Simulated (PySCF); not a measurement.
CH2NO, SMILES [OH+]=C=N, charge +1.

Coordinates come from a B3LYP-D3(BJ)/def2-TZVP optimisation. The isomer is the one that the SMILES or the coordinates give; other isomers of the formula were not compared.

All values below come from PySCF with PBE/def2-TZVPD.

Isolated molecule, no solvent.

```
Item                                                               Value
------------------------------------------------  ----------------------
total energy                                          -168.83086 hartree
point group                                                           Cs
highest occupied level                                         -15.63 eV
lowest empty level                                              -8.10 eV
orbital gap                                                      7.53 eV
dipole moment about the centre of nuclear charge                  1.79 D
mean static polarisability                          19.3 bohr³ (2.85 Å³)
polarisability, principal values                  13.0, 13.7, 31.1 bohr³
```
